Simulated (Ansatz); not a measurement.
Mulliken charges of `[SiH3][S][SnH3]` from PBE/def2-TZVPP in Ansatz (PBE0-D4/def2-TZVP geometry).

```tsv
atom	x (Å)	y (Å)	z (Å)	charge (e)
Si1	-0.811	1.123	-0.998	0.224
S2	1.213	0.493	-0.808	-0.388
Sn3	0.924	-1.119	0.957	0.578
H4	-1.701	-0.012	-1.361	-0.043
H5	-0.843	2.145	-2.073	-0.039
H6	-1.316	1.715	0.270	-0.043
H7	2.481	-1.741	1.247	-0.095
H8	-0.152	-2.328	0.421	-0.097
H9	0.294	-0.323	2.326	-0.097
```

By hand: the dipole of these point charges (1 e Å = 4.8032 D).

Σ q r = (-0.205, -0.321, 0.386) e Å, of length 0.542 e Å = 2.60 D.

How does the dipole of the full density compare? (An estimate is asked.)

The calculation gave: (-0.091, -0.174, 0.205) e Å, 1.36 D; the point charges give 1.91 times that, at 4° from its direction.

Point charges leave out the atoms' own dipoles, such as those of lone pairs, and Mulliken's split depends on the basis, so the two needn't agree.
